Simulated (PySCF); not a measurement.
# Bond lengths and vibrations by method: ClH3NSi2 cation

All numbers below are calculated, not measured. The program is PySCF 2.14.0, an open-source quantum chemistry code, run on an isolated molecule that a program drew, which may never have been made. The molecule is ClH3NSi2 cation (charge +1, singlet), drawn as the SMILES string `[SiH2+]N=[SiH]Cl`.

The geometry was optimised and harmonic frequencies were computed with HF and MP2, all in the cc-pV(D+d)Z basis, for the commonest isotopes, with a restricted reference for singlets and an unrestricted one otherwise, and a frozen core in MP2. Each result is a local minimum of its method.

Geometry at the HF minimum:
```xyz
7
ClH3NSi2 cation, angstrom
Si   -1.2550   -0.5717    3.4810
N    -0.4285    0.1234    2.3099
Si    0.4040    0.8389    1.1667
Cl    1.4631    2.4806    1.4849
H    -0.6507   -1.6006    4.3221
H    -2.6445   -0.2080    3.7415
H     0.4545    0.3475   -0.1994
```

Lengths of the bonds as drawn, in Å (atoms numbered as above):
```
   bond     HF    MP2
 Si1-N2  1.593  1.617
 N2-Si3  1.585  1.612
Si3-Cl4  1.979  1.982
 Si1-H5  1.460  1.466
 Si1-H6  1.460  1.466
 Si3-H7  1.453  1.461
```

Rotational constants, in GHz:
```
constant     HF    MP2
       A  14.11  14.05
       B  1.379  1.345
       C  1.276  1.247
```

Harmonic frequencies in cm^-1, each column in rising order, so a row needn't be the same motion in every method:
```
rank,HF,MP2
1,98,87
2,143,125
3,186,?
4,319,291
5,592,558
6,613,565
7,751,703
8,753,719
9,792,723
10,914,858
11,1060,998
12,1515,1434
13,2428,2363
14,2460,2405
15,2478,2407
```

**Estimate the missing MP2 frequency from the HF column.**

A single factor s that minimises the squared misfit of MP2 against s times HF over the other rows is sum(HF x MP2) / sum(HF^2) = 0.9645, with an rms misfit of 23 cm^-1. For rank 3 it gives 0.9645 x 186 = 179 cm^-1. The calculation gives 211 cm^-1, 32 cm^-1 above the estimate. The drawn bonds are on average 0.8 % longer in MP2 than in HF.
